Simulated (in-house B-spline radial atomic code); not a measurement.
Checks on a self-consistent run for the cadmium ion Cd³⁺, [Kr] (4d3/2)3 (4d5/2)6. Computed with an all-electron radial atomic-structure program (B-spline basis): Dirac-Hartree-Fock, average of the jj configuration, Fermi nucleus of rms radius 4.6087 fm.

```csv
orbital,q,ε (Eh),<1/r>,<r²>,small-component weight
1s1/2,2,-988.68899,50.6423,0.00124918,0.030979
2s1/2,2,-151.13295,11.7164,0.0203161,0.0065355
2p1/2,2,-140.34692,11.6599,0.0152287,0.0065156
2p3/2,4,-133.24924,10.9298,0.0165381,0.0062447
3s1/2,2,-30.64508,4.12682,0.145098,0.0018689
3p1/2,2,-26.27816,4.02413,0.140785,0.0018049
3p3/2,4,-24.97257,3.84984,0.149308,0.0017351
3d3/2,4,-17.31612,3.6733,0.130952,0.0016046
3d5/2,6,-17.07026,3.6314,0.133103,0.0015863
4s1/2,2,-6.03646,1.55881,0.879092,0.00045758
4p1/2,2,-4.51371,1.4452,1.00385,0.00040509
4p3/2,4,-4.34526,1.39327,1.06393,0.00038636
4d3/2,3,-2.00179,1.11717,1.64498,0.00026342
4d5/2,6,-1.97926,1.10077,1.68239,0.00025631
```

Electron-electron repulsion V_ee = 2056.0152 hartree.

Q: What total energy follows from the eigenvalues?

A: The eigenvalues count the repulsion twice, so E = Σqε - V_ee = -3535.120 - 2056.015 = -5591.135 hartree; the run printed -5591.135.

Q: Does the Dirac virial theorem hold?

A: For a point nucleus E = -2c²Σq·w, with w the small-component weight. Here Σq·w = 0.14886 and c = 137.0360, so the ratio E/(-2c²Σq·w) is 1.000042; the finite nucleus accounts for the departure from 1.

Q: What diamagnetic shielding (Lamb formula) and susceptibility (Langevin formula) do the radii give?

A: σ = (α²/3)Σq<1/r> = 281.477/(3·137.036²) = 4996.3 ppm, and χ = -0.79199×10⁻⁶·Σq<r²> = -20.34×10⁻⁶ cm³/mol with Σq<r²> = 25.682 bohr². Both are non-relativistic formulas without the paramagnetism of open shells.
